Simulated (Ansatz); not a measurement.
Calculated with Ansatz (gas phase, PBE0-D4/def2-TZVP geometries, no zero-point term in ΔE). CBS: MP2 limit from def2 TZ/QZ plus the TZ coupled-cluster correction, frozen cores. This one scheme is used for every species. DFT in def2-TZVPP. One conformer a species, not always the lowest.

Reaction (cleavage of the Si–Si bond): `C[SiH](O)[SiH3]` + `OCO` → `OCO[SiH3]` + `C[SiH2]O`

`C[SiH](O)[SiH3]`:

Z-matrix (Å, degrees):
```
C
Si 1 1.869
H 1 1.092 2 111.1
H 1 1.094 2 111.1 3 -120.6
H 1 1.094 2 110.3 3 120.0
O 2 1.657 1 112.1 3 59.1
Si 2 2.342 1 111.5 3 -59.2
H 2 1.496 1 107.9 3 -179.7
H 6 0.958 2 117.6 1 68.6
H 7 1.489 2 110.9 1 59.8
H 7 1.488 2 111.5 1 -178.9
H 7 1.490 2 109.3 1 -59.2
```

`OCO`:

Cartesian coordinates in Å:
```
O -1.142 0.388 0.176
C 0.211 0.084 0.342
O 0.770 -0.537 -0.777
H -1.219 1.004 -0.560
H 0.256 -0.553 1.230
H 0.816 0.982 0.505
H 0.307 -1.369 -0.916
```

`OCO[SiH3]`:

```xyz
10

O    -1.861    0.778   -1.122
C    -0.867   -0.085   -0.703
O    -0.034    0.555    0.231
Si    1.185   -0.191    1.047
H    -1.445    1.534   -1.547
H    -0.254   -0.438   -1.546
H    -1.379   -0.937   -0.243
H     1.786    0.836    1.927
H     0.661   -1.328    1.853
H     2.208   -0.724    0.104
```

`C[SiH2]O`:

```xyz
9

C    -0.302    0.843   -0.757
Si    0.380   -0.197    0.630
O    -0.451   -1.609    0.833
H     0.246    1.787   -0.828
H    -1.357    1.074   -0.590
H    -0.212    0.334   -1.721
H     0.252    0.513    1.926
H     1.821   -0.475    0.361
H    -0.377   -2.272    0.146
```

| level | ΔE (kJ/mol) |
| --- | --- |
| r2SCAN-D4 | -75.3 |
| ωB97M-V | -83.2 |
| PBE | -58.0 |
| r2SCAN | -75.8 |
| PBE0 | -64.8 |
| HF/def2-TZVPP | -105.2 |
| MP2/def2-TZVPP | -88.5 |
| HF/def2-QZVPP | -107.4 |

Question: What does CCSD(T)/CBS give? (Estimate.)

Answer: The calculation gave: -80.3 kJ/mol. The listed levels differ from it by 5.0, -2.9, 22.3, 4.5, 15.5, -24.9, -8.2, -27.1 kJ/mol.

Largest T1 diagnostic among the species: 0.012.

From PBE to PBE0 (25 % exact exchange), in def2-TZVPP and without D4, ΔE moves by −6.8 kJ/mol. The D4 term adds +3.1 kJ/mol with B3LYP and +1.9 kJ/mol with PBE0; it sums over pairs of atoms, weighted by their polarisabilities, and B3LYP, whose exchange is more repulsive, gets the larger term.

B3LYP here is the variant with VWN-RPA as its local correlation; programs differ in this.
